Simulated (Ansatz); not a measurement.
C2H5FSSi can be A, `C[Si@H]1S[C@H]1F`, or B, `CC1(F)[SiH2]S1`.

Computed with Ansatz on PBE0-D4/def2-TZVP structures; ΔE is electronic, products minus reactants. CBS: MP2 limit from def2 TZ/QZ plus the TZ coupled-cluster correction, frozen cores. DFT in def2-TZVPP.

Q: Which is lower in electronic energy at CCSD(T)/CBS, and by how much? (An estimate is asked.)

A: Ansatz gave: A, by 7.9 kcal/mol.

Q: Give E(B) − E(A) in kcal/mol with ωB97M-V, PBE0-D4, r2SCAN-D4, HF/def2-TZVPP, CCSD/def2-TZVPP, PBE-D4, MP2/def2-TZVPP. (Estimate.)

A: The calculation gave: ωB97M-V 8.6, PBE0-D4 8.5, r2SCAN-D4 8.5, HF/def2-TZVPP 8.1, CCSD/def2-TZVPP 8.0, PBE-D4 8.3, MP2/def2-TZVPP 8.0. None reverses the order clearly.

Largest T1 diagnostic: 0.013.
